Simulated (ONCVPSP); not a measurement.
**Before and after: ONCV potential for rhodium**

ONCVPSP 4.0.1 input, shortened (lines: element, Z, core and valence counts, functional; n l f; lmax; l rc ep ncon nbas qcut; lloc lpopt rc5 dvloc0; l nproj debl; icmod fcfact rcfact), PBEsol, scalar-relativistic:

```
  Rh 45.00    6    3  -116133      upf
    1    0    2.00
    2    0    2.00
    2    1    6.00
    3    0    2.00
    3    1    6.00
    3    2   10.00
    4    0    2.00
    4    1    6.00
    4    2    7.00
    2
    0    1.55    0.00    4    9    5.80
    1    1.30    0.00    5    9    8.90
    2    1.85    0.00    4    9    9.80
    4    4    1.20    2.00
    0    1    0.60
    1    3    2.30
    2    2    3.80
    3    3.50    1.70
```

In the p channel the program set the typed energies aside and used -2.616, 0.250, 2.550 Ha.

Change: p: rc 1.06; local potential polynomial inside 1.06 bohr (lpopt 4, dvloc0 2 Ha).

Cutoffs: the cutoffs (Ha) at which the residual kinetic energy of the hardest occupied pseudo-wave falls to 1 and 0.1 mHa per electron; they do not see the model core or the augmentation charge, which bear on the density cutoff. Errors are all-electron minus pseudo energies relative to the spin-unpolarised reference configuration.

Q: How do hardness, ghosts and transferability respond?

A: The potential gets harder (35 Ha and 85 Ha → 42 Ha and 125 Ha); a bound ghost appears in p, which as a rule spoils a file; the number of tests with a reliable result goes from 4 to 2. A smaller radius makes the pseudo-wave follow the all-electron one further in, where it bends more sharply, so more plane waves are needed.

```tsv
quantity	base	changed
cutoff, loose	35 Ha	42 Ha
cutoff, tight	85 Ha	125 Ha
loose cutoff by channel	s 15 Ha, p 35 Ha, d 27 Ha	s 15 Ha, p 42 Ha, d 27 Ha
bound ghosts	none	p
GHOST(+) flags under 300 eV	none	none
tests with a reliable result	4 of 4	2 of 4
error for 4s2 4p6 4d8, meV [ΔE -19.51 eV]	+1.8	+0.8
error for 4s2 4p6 4d6, meV [ΔE 32.49 eV]	-0.6	+1.0
s: phases at 1.58 bohr within 0.05 rad from the reference energy up to (Ha; the scan ends near 5)	-1.5	-1.9
d: phases at 1.87 bohr within 0.05 rad from the reference energy up to (Ha; the scan ends near 5)	to the end of the scan	to the end of the scan
rms error of d²Exc/dni dnj with the model core, mHa	3.97	3.97
```

 A true bound ghost makes a file unfit for plane-wave use even where its test errors are small: the radial tests pick states by their node count and pass the ghost by.
